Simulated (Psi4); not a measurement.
Computed with Psi4 1.11 with SAPT0/jun-cc-pVDZ, frozen core.

Psi4 input:

```
molecule {
0 1
C 0.76296729 -0.00576335 0.01453129
C -0.76296720 0.00576347 -0.01453130
H 1.17958250 0.05062075 -0.99308903
H 1.14426061 -0.91776522 0.47811943
H 1.15557958 0.84085681 0.58121951
H -1.14426287 0.91782893 -0.47799235
H -1.17958388 -0.05076271 0.99308066
H -1.15557602 -0.84077868 -0.58133821
--
0 1
C 2.65246767 -3.70702799 2.04639600
Br 0.94969784 -4.06987881 1.15169320
H 3.13923294 -2.89926957 1.51148172
H 3.24358843 -4.61516724 2.00886598
H 2.43222386 -3.42384442 3.06954626
units angstrom
symmetry c1
no_reorient
no_com
}
set basis jun-cc-pvdz
set scf_type df
set freeze_core true
energy('sapt0')
```

Part of the output:

```
    SAPT Results
  --------------------------------------------------------------------------------------------------------
    Electrostatics                 -0.59487339 [mEh]      -0.37328869 [kcal/mol]      -1.56183987 [kJ/mol]
      Elst10,r                     -0.59487339 [mEh]      -0.37328869 [kcal/mol]      -1.56183987 [kJ/mol]

    Exchange                        1.49841379 [mEh]       0.94026885 [kcal/mol]       3.93408486 [kJ/mol]
      Exch10                        1.49841379 [mEh]       0.94026885 [kcal/mol]       3.93408486 [kJ/mol]
      Exch10(S^2)                   1.49591879 [mEh]       0.93870321 [kcal/mol]       3.92753423 [kJ/mol]

    Induction                      -0.18797254 [mEh]      -0.11795455 [kcal/mol]      -0.49352183 [kJ/mol]
      Ind20,r                      -0.50897247 [mEh]      -0.31938504 [kcal/mol]      -1.33630702 [kJ/mol]
      Exch-Ind20,r                  0.43401418 [mEh]       0.27234801 [kcal/mol]       1.13950407 [kJ/mol]
      delta HF,r (2)               -0.11301425 [mEh]      -0.07091751 [kcal/mol]      -0.29671887 [kJ/mol]

    Dispersion                     -1.36935600 [mEh]      -0.85928386 [kcal/mol]      -3.59524368 [kJ/mol]
      Disp20                       -1.48948300 [mEh]      -0.93466470 [kcal/mol]      -3.91063709 [kJ/mol]
      Exch-Disp20                   0.12012700 [mEh]       0.07538083 [kcal/mol]       0.31539340 [kJ/mol]
      Disp20 (SS)                  -0.74474150 [mEh]      -0.46733235 [kcal/mol]      -1.95531854 [kJ/mol]
      Disp20 (OS)                  -0.74474150 [mEh]      -0.46733235 [kcal/mol]      -1.95531854 [kJ/mol]
      Exch-Disp20 (SS)              0.06563147 [mEh]       0.04118437 [kcal/mol]       0.17231539 [kJ/mol]
      Exch-Disp20 (OS)              0.05449554 [mEh]       0.03419647 [kcal/mol]       0.14307801 [kJ/mol]

  Total HF                          0.71556786 [mEh]       0.44902561 [kcal/mol]       1.87872316 [kJ/mol]
  Total SAPT0                      -0.65378814 [mEh]      -0.41025825 [kcal/mol]      -1.71652052 [kJ/mol]
```
